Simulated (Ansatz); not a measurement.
`C[Si]Br` + H₂S → `C[Si]S` + HBr at 700 K and 1 bar (ligand exchange at the Si–Br bond).

Program: Ansatz. Geometries: PBE0-D4/def2-TZVP. ΔE: electronic, gas phase. CCSD(T)/CBS is the MP2 limit (def2-TZVPP, def2-QZVPP) plus CCSD(T) − MP2 in def2-TZVPP, frozen cores. This one scheme is used for every species. For Br outer-core shells are correlated without core-valence functions, which leaves a few kJ/mol of doubt a bond. Scalar relativity is left out up to krypton. One conformer a species, not always the lowest.

```csv
species,CCSD(T)/CBS energy (Eh),H − E (kJ/mol),S (J/(mol·K))
`C[Si]Br`,-2902.25975,144.5,378.9
H₂S,-398.97279,64.8,236.9
`C[Si]S`,-727.30578,174.5,383.2
HBr,-2573.91920,36.5,223.7
```

H − E and S are ideal-gas, rigid-rotor, harmonic terms from PBE0-D4/def2-TZVP, for one conformer and one mirror image of each species. 1 Eh = 2625.50 kJ/mol, R = 8.31446 J/(mol·K).

**Question.** By hand: ΔE, ΔH, ΔS and ΔG.

**Answer.** ΔE = (-727.30578) + (-2573.91920) − (-2902.25975) − (-398.97279) = 0.00756 Eh = 19.8 kJ/mol. Δ(H − E) = 174.5 + 36.5 − 144.5 − 64.8 = 1.7, so ΔH = 21.5 kJ/mol. ΔS = 383.2 + 223.7 − 378.9 − 236.9 = -8.9 J/(mol·K). ΔG = 21.5 − 700 × (-8.9)/1000 = 27.7 kJ/mol.

**Question.** By hand: the equilibrium constant, and the temperature at which ΔG would vanish if ΔH and ΔS stayed fixed.

**Answer.** log₁₀ K = −ΔG/(RT ln 10) = -2.1. ΔH and −TΔS have one sign here, so there is no such temperature.

The number of gas molecules stays the same, so ΔS is small and ΔH decides. A doubt of 5 kJ/mol in ΔE shifts log₁₀ K by 0.4 here. Other conformers and mirror images would add mixing entropy, several J/(mol·K) or more a flexible species. These are equilibria of isolated gas molecules and say nothing of rates. Largest T1 diagnostic: 0.014 (customary marks: 0.02 for closed shells, 0.045 for open ones).

ΔS is within the doubt of such terms, so its sign, and with it that verdict, could turn.
